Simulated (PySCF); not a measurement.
# Vibration and rotation of SrSe⁺

UHF-CCSD(T) constants of SrSe⁺, ²Π (doublet), unpaired electrons π ↑ (Sr def2-SVP with ECP28, Se def2-SVP; scalar-relativistic core potentials (PySCF 2.14); masses 87.9056 and 79.9165 u):

| Quantity | Value |
| --- | --- |
| ωe | 226.4 cm⁻¹ |
| ωexe | 0.472 cm⁻¹ |
| Be | 0.051424 cm⁻¹ |
| αe | 0.000147 cm⁻¹ |
| D (centrifugal) | 1.06e-08 cm⁻¹ |
| De to Sr⁺ + Se | 1.98 eV |

(1) Give the vibrational terms G(v) and spacings up to v = 6.

(2) How well does the Morse estimate ωe²/(4ωexe) reproduce De, and what is D0?

Correlated steps freeze 9 core orbitals. Correlated levels converge slowly with the basis: in double zeta they bind strong bonds too weakly, by up to about 1 eV, and carry superposition errors of some tenths. Spin–orbit coupling is left out. For an ion De counts to the pair picked by the measured ionisation energies or electron affinities, which need not be the lowest pair at this level. The state was picked by a PBE0 search and need not be the measured ground state.

## Answers

(1) G(v) = ωe(v+½) − ωexe(v+½)².

| v | G(v) (cm⁻¹) | G(v) − G(v−1) | Bv (cm⁻¹) |
| --- | --- | --- | --- |
| 0 | 113.1 |  | 0.05135 |
| 1 | 338.5 | 225.5 | 0.05120 |
| 2 | 563.0 | 224.5 | 0.05106 |
| 3 | 786.6 | 223.6 | 0.05091 |
| 4 | 1009.2 | 222.6 | 0.05076 |
| 5 | 1230.9 | 221.7 | 0.05062 |
| 6 | 1451.7 | 220.7 | 0.05047 |

(2) It gives 3.37 eV, 170 % of the computed De. D0 = De − G(0) = 1.98 − 0.01 = 1.97 eV.
